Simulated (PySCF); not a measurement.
# Two-component Hartree-Fock for Tm⁴²⁺ (thulium, charge +42)

Start: [Ar] 3d9; 3d3/2 filled at m_j = -3/2, -1/2, +1/2, +3/2; 3d5/2 filled at m_j = -3/2, -1/2, +1/2, +3/2, +5/2. Calculated with PySCF 2.14 in an even-tempered Gaussian basis (16 s from 9.4 bohr⁻², ratio 2.8; 13 p from 12 bohr⁻², ratio 2.8; 8 d from 12 bohr⁻², ratio 2.8; 3 f from 46 bohr⁻², ratio 3): generalised Hartree-Fock with the X2C-1e Hamiltonian and a Gaussian nucleus; one run each with spin-orbit coupling (SO) switched off, then screened by Boettger's factors.

```tsv
spinor shell	electrons	ε, spin-free (eV)	ε, screened SO (eV)	weight of nominal j (screened SO)	rms radius, screened SO (bohr)
1s1/2	2	-61776.0	-61761.7	1.000	0.0227
2s1/2	2	-12231.5	-12226.8	1.000	0.0916
2p1/2	2	-11042.9	-11744.0	1.000	0.0781
2p3/2	4	-11042.9	-10749.8	1.000	0.0849
3s1/2	2	-4239.6	-4238.3	1.000	0.230
3p1/2	2	-3869.9	-4032.0	1.000	0.221
3d3/2	4	-3439.7	-3469.5	0.995	0.205
3d5/2	5	-3439.7	-3418.7	0.996	0.209
```

Question: Where does 3p3/2 lie, and what is the 3p spin-orbit splitting (screened SO)?

Answer: At -3801.1 eV, 230.88 eV above 3p1/2.

| quantity | spin-free | screened SO |
| --- | --- | --- |
| E (hartree) | -12351.24408 | -12363.52348 |
| M_J | 5/2 | 5/2 |
| ⟨J²⟩ | 8.750 | 8.750 |
| ⟨L²⟩ | 6.000 | 6.044 |
| ⟨S²⟩ | 0.750 | 0.794 |

Each row is a mean over spinors that exchange with the open shell spreads, by up to 24.953 eV (3p3/2).

Breit and QED terms are absent; they matter most for the inner s and p1/2 levels.

Densities and radii are taken from the X2C orbitals without a picture-change correction, which distorts them close to the nucleus.

Without spin-orbit coupling the j labels of p, d and f shells carry no meaning; the spin-free column gives the mean over the occupied spinors of each nl shell.
